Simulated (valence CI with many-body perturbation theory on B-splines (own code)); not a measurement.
# Ladder of approximations for Ir56+

Calculated by configuration interaction combined with many-body perturbation theory (CI+MBPT): three valence electrons over a frozen Dirac-Fock core [Ar], a basis of 9 s, 9 p, 10 d, 8 f, 5 g, 3 h, 1 i functions for each j, with the one-electron correlation potential Σ1, the two-electron term Σ2, the three-electron term Σ3, Breit, model QED; selected CI, second order for the rest (own B-spline code, finite nucleus).

The last digits are not significant, and no measured levels were compared; by estimate large intervals hold to a few tenths of a per cent, small ones and those within an open d or f shell to about a per cent. The list stops below the first excitations out of the core. Only levels of the ground parity were solved; by the run's estimate the other parity begins above the list, which can be wrong where configurations are misplaced.

Each rung adds one term. CI alone is the Dirac-Coulomb CI over the frozen core; QED comes last and gives the full result, which names the levels. Energies are above (3d3/2^3) J=3/2 on the same rung, in eV.

Levels are named by their leading jj configuration (3d3/2^4 stands for four electrons in 3d with j = 3/2), which in mixed levels can hold well under half, so a name can repeat and another be missing. Letters in brackets count levels of one name in rising energy.

```tsv
Level	CI alone	Σ1	Σ2	Σ3	Breit	QED	Full
(3d3/2^2 3d5/2) J=5/2 [a]	81.66	+0.294	+0.526	+0.017	-2.231	+0.237	80.50
(3d3/2^2 3d5/2) J=3/2	88.11	+0.294	+0.121	+0.144	-1.870	+0.234	87.04
(3d3/2^2 3d5/2) J=9/2	93.69	+0.298	+0.534	-0.014	-3.985	+0.237	90.76
(3d3/2^2 3d5/2) J=7/2	93.67	+0.302	+0.337	+0.001	-3.415	+0.240	91.14
(3d3/2^2 3d5/2) J=1/2	94.32	+0.298	-0.161	+0.185	-2.160	+0.236	92.71
(3d3/2^2 3d5/2) J=5/2 [b]	119.73	+0.316	-0.451	+0.055	-2.086	+0.244	117.81
(3d3/2 3d5/2^2) J=7/2 [a]	172.78	+0.589	+0.816	+0.024	-4.664	+0.472	170.02
(3d3/2 3d5/2^2) J=9/2	178.67	+0.595	+0.855	+0.040	-5.714	+0.476	174.92
(3d3/2 3d5/2^2) J=3/2 [a]	183.03	+0.595	+0.253	-0.018	-3.783	+0.473	180.55
(3d3/2 3d5/2^2) J=1/2	186.44	+0.597	+0.030	+0.211	-4.100	+0.474	183.65
(3d3/2 3d5/2^2) J=11/2	189.46	+0.599	+0.835	+0.046	-6.648	+0.475	184.77
(3d3/2 3d5/2^2) J=5/2 [a]	188.03	+0.592	+0.085	-0.004	-4.148	+0.469	185.02
(3d3/2 3d5/2^2) J=5/2 [b]	198.28	+0.606	-0.072	-0.018	-4.554	+0.478	194.72
(3d3/2 3d5/2^2) J=7/2 [b]	198.87	+0.600	0.000	+0.080	-5.208	+0.473	194.81
(3d3/2 3d5/2^2) J=3/2 [b]	219.55	+0.617	-0.571	+0.068	-3.562	+0.479	216.58
```

The middle columns are the shifts that each term adds.

Q: How does the ionisation energy move along the ladder, and which term matters most?

A: CI alone 5606.0, + Σ1 5608.7, + Σ2 5614.9, + Σ3 5615.0, + Breit 5609.4, + QED 5609.7 eV. The largest step is Σ2, 6.2 eV, with Breit about as large (-5.6). NIST lists 5609 ± 5 eV (theoretical).
